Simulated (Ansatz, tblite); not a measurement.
Removing an electron: AlCl2(OH) (AlCl2OH). Charge 0, multiplicity 1. Geometry: PBE0-D4/def2-TZVP. Ansatz, gas phase; energy differences of separate SCF runs; the oxidised species was run as a doublet alone.

Cartesian coordinates in Å:
```
Al -0.1760 0.3386 0.0819
Cl -0.3593 1.7338 1.6004
Cl -1.1806 0.6228 -1.7170
O 0.7921 -1.0052 0.3445
H 0.9238 -1.6900 -0.3097
```

The xTB rows come from tblite. Correlated methods freeze 16 core orbitals. In CCSD on the charge 1 doublet the largest single amplitude is 0.30, so its Hartree–Fock determinant may place the open shell otherwise than the density functionals do. HOMO above LUMO, or a gap near zero within one spin, warns that the state may not be the lowest or that an electron is smeared out.

**Question.** Estimate orbital energies and vertical ionisation energies at: GFN1-xTB; GFN2-xTB; PBE-D4/def2-TZVP; r2SCAN-D4/def2-TZVP; PBE0-D4/def2-TZVP; CCSD/def2-TZVPP; CCSD(T)/def2-TZVPP.

**Answer.** 
```csv
level,−HOMO (eV),vertical IE (eV),−LUMO (eV),HOMO–LUMO gap (eV),remarks
GFN1-xTB,12.93,15.65,7.52,5.41,–
GFN2-xTB,11.95,15.08,7.43,4.52,–
PBE-D4/def2-TZVP,7.85,10.91,1.82,6.03,gap within one spin near zero (+1 doublet)
r2SCAN-D4/def2-TZVP,8.23,11.19,1.35,6.89,–
PBE0-D4/def2-TZVP,9.31,11.49,0.97,8.34,–
CCSD/def2-TZVPP,–,12.03,–,–,large T1 (0.051) (+1 doublet)
CCSD(T)/def2-TZVPP,–,11.99,–,–,large T1 (0.051) (+1 doublet)
```

Relaxing the oxidised species (PBE0-D4/def2-TZVP) changes its energy by -0.44 eV at PBE0-D4/def2-TZVP, so the adiabatic ionisation energy to this nearest minimum is 11.05 eV. At PBE-D4/def2-TZVP it is 10.77 eV.  Run but left out: HF/def2-TZVPP, MP2/def2-TZVPP (charge +1 doublet: a determinant that CCSD turns far, T1 0.051).  Raw xTB energy differences between charge states are shifted by several eV; the methods need an empirical correction for them.
